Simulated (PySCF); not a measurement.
HO₃V, multiplicity 1.

```xyz
5

V     -0.0734     0.2030     0.0000
O     -0.8730    -0.2121     1.2809
O     -0.8730    -0.2121    -1.2809
O      1.6576    -0.0736     0.0000
H      2.3955    -0.6862     0.0000
```

The structure is a stationary point at PBE0-D3(BJ)/def2-SVP. The geometry has at least one imaginary mode, so it is a saddle point at that level. The multiplicity is an assumed one; other spin states were not compared. One conformer was computed; it need not be the lowest.

All values below come from PySCF with B3LYP/pcSseg-1. Non-relativistic, no solvent.

Computed absolute GIAO shielding of each atom: isotropic value and principal components (ppm):
```csv
atom,σ(iso),σ11,σ22,σ33,span
V1,-1671.5,-2318.7,-1422.4,-1273.6,1045.2
O2,-1179.3,-2450.9,-944.5,-142.5,2308.4
O3,-1179.3,-2450.9,-944.5,-142.5,2308.4
O4,21.2,-112.4,-52.3,228.5,340.9
H5,24.6,17.4,27.5,29.0,11.6
```
